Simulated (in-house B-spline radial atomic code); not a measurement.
Configurations of Xe7+, with energies counted from [Kr] 4d10 5s1. Level of theory: scalar-relativistic (X2C) LC-wPBE, spin-polarised, spherical fractional occupations, Fermi nucleus of rms radius 4.7859 fm; calculated with a radial B-spline atomic code at the basis-set limit. Caution: exact exchange at fractional occupations of open shells leaves self-interaction of up to several eV. Shells without spins written out take the highest spin.

Occupations are held fixed; configurations that lie above the ionisation limit could autoionise.

```
                                                        configuration  E - E(ref) (eV)  highest orbital  its <r> (bohr)
                                                     [Kr] 4d9 5s1 6s1           108.04            6s up           2.854
[Ar] 3d10 4s2 4p(3 up, 2 down) 4d10 5s(1 up, 0 down) 5d(0 up, 1 down)           184.58          5d down           2.104
                                       [Ar] 3d10 4s2 4p5 4d10 5s1 6s1           191.48            6s up           2.851
                                        [Ar] 3d9 4s2 4p6 4d10 5s1 6s1           720.46            6s up           2.838
 [Ar] 3d(4 up, 5 down) 4s2 4p6 4d10 5s(0 up, 1 down) 6d(0 up, 1 down)           739.66          6d down           3.655
                                        [Ar] 3d9 4s2 4p6 4d10 5s1 6f1           750.44            6f up           4.632
```

(1) Order these further configurations by energy, lowest first.
A. [Kr] 4d10 5d1
B. [Ar] 3d10 4s2 4p5 4d10 4f1 5s1
C. [Kr] 4d10 6f1
D. [Ar] 3d10 4s2 4p5 4d10 5s1 6d1
E. [Kr] 4d10 6p1

(2) How far above the reference does [Kr] 4d10 5p(1 up, 0 down) lie?

(3) How far above the reference does [Ar] 3d(4 up, 5 down) 4s2 4p6 4d10 5s2 lie?

Results:

(1) A (42.169 eV), E (57.527 eV), C (78.375 eV), B (174.59 eV), D (210.65 eV).

(2) 19.024 eV; its least bound orbital is 5p up with <r> = 1.771 bohr.

(3) 669.77 eV; its least bound orbital is 5s up with <r> = 1.561 bohr.
